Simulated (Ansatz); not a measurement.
Compare A (`C/C(N)=C\[SiH3]`) with its isomer B (`C=C([SiH3])NC`).

Program: Ansatz. Geometries: PBE0-D4/def2-TZVP. ΔE: electronic, gas phase. CCSD(T)/CBS is the MP2 limit (def2-TZVPP, def2-QZVPP) plus CCSD(T) − MP2 in def2-TZVPP, frozen cores. DFT in def2-TZVPP. B3LYP here is the variant with VWN-RPA as its local correlation; programs differ in this. Each species was taken in one conformer, which may not be the lowest.

Problem. Which is lower in electronic energy at CCSD(T)/CBS, and by how much? (Estimate.)

Solution. The calculation gave: A, by 60.2 kJ/mol.

Problem. Give E(B) − E(A) in kJ/mol with PBE-D4, PBE0-D4, B3LYP-D4, B3LYP, ωB97M-V, B2PLYP, r2SCAN-D4. (An estimate is asked.)

Solution. Computed: PBE-D4 58.9, PBE0-D4 62.1, B3LYP-D4 57.4, B3LYP 58.8, ωB97M-V 61.1, B2PLYP 60.0, r2SCAN-D4 64.1. None reverses the order clearly.

Largest T1 diagnostic: 0.012.

From PBE to PBE0 (25 % exact exchange), in def2-TZVPP and without D4, E(B) − E(A) moves by +3.1 kJ/mol.
